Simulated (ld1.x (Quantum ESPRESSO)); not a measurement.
## Which change was made? (C, RRKJ)

* Element: carbon (C)
* Generator: ld1.x (Quantum ESPRESSO) 7.5
* Type: norm-conserving RRKJ (Kleinman–Bylander form)
* Functional: PBE
* Relativity: non-relativistic
* Frozen core: [He]
* Valence charge: 4
* Reference configuration: 2s2 2p2
* Partial waves: 2s (bound): rc 0.95 bohr; 2p (bound): rc 2.65 bohr; 3d channel at 0.05 Ry: rc 2.35 bohr
* Local potential: the d channel
* Core correction: Bessel-smoothed model core inside 0.60 bohr
* rho0: 0.02

Cutoffs, loose and tight: the cutoffs (Ry, on a coarse ladder) from which the occupation-weighted sum of valence levels, in a spherical-Bessel basis at the reference potential, stays within 10 and 1 mRy of its value at 400 Ry. They do not see the model core or the augmentation charge, which bear on the density cutoff. Test errors are all-electron minus pseudo excitation energies from the reference, over the configurations 2s2 2p1; 2s2 2p0; 2s1 2p0; 2s0 2p4; 2s1 2p2; 2s2 2p2.3; 2s2 2p1.5; variants that change the core or the reference have their own tests.

The base gives: outcome: generated; cutoff, loose: 40 Ry; cutoff, tight: 60 Ry; bound ghosts: none; largest test error (meV): +1988.

Problem. After one change the result is: outcome: generated; cutoff, loose: 40 Ry; cutoff, tight: 60 Ry; bound ghosts: none; largest test error (meV): +5856. Which change was it?
A. wave 2p (bound): rc 2.65 bohr becomes 2p (bound): rc 1.92 bohr
B. wave 2p (bound): rc 2.65 bohr becomes 2p (bound): rc 1.76 bohr
C. wave 2p (bound): rc 2.65 bohr becomes 2p (bound): rc 3.78 bohr

Solution. C. The others give: wave 2p (bound): rc 2.65 bohr becomes 2p (bound): rc 1.92 bohr → outcome: generated; cutoff, loose: 40 Ry; cutoff, tight: 60 Ry; bound ghosts: none; largest test error (meV): +652 | wave 2p (bound): rc 2.65 bohr becomes 2p (bound): rc 1.76 bohr → outcome: generated; cutoff, loose: 40 Ry; cutoff, tight: 60 Ry; bound ghosts: none; largest test error (meV): +474.
